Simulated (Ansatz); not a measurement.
Compare A (`[SiH3]SC1CO1`) with its isomer B (`[SiH3]C1(S)CO1`).

Calculated with Ansatz (gas phase, PBE0-D4/def2-TZVP geometries, no zero-point term in ΔE). CCSD(T)/CBS adds triple-zeta CCSD(T) − MP2 to the extrapolated MP2 energy (def2 sets, frozen cores). Functionals use def2-TZVPP. B3LYP here is the variant with VWN-RPA as its local correlation; programs differ in this. Each species was taken in one conformer, which may not be the lowest.

(1) Which is lower in electronic energy at CCSD(T)/CBS, and by how much? (Estimate.)

(2) Give E(B) − E(A) in kJ/mol with MP2/def2-TZVPP, B3LYP, PBE-D4, ωB97M-V, B2PLYP, PBE0-D4, B3LYP-D4. (Estimate.)

Largest T1 diagnostic: 0.013.

Answers

(1) Ansatz gave: A, by 66.6 kJ/mol.

(2) Ansatz gave: MP2/def2-TZVPP 67.6, B3LYP 69.6, PBE-D4 67.7, ωB97M-V 67.0, B2PLYP 68.5, PBE0-D4 71.1, B3LYP-D4 66.9. None reverses the order clearly.

In def2-TZVPP, CCSD(T) changes the Hartree–Fock value by −11.5 kJ/mol (the triples alone add −1.5 kJ/mol) and MP2 by −9.2 kJ/mol. From PBE to PBE0 (25 % exact exchange), in def2-TZVPP and without D4, E(B) − E(A) moves by +3.2 kJ/mol.
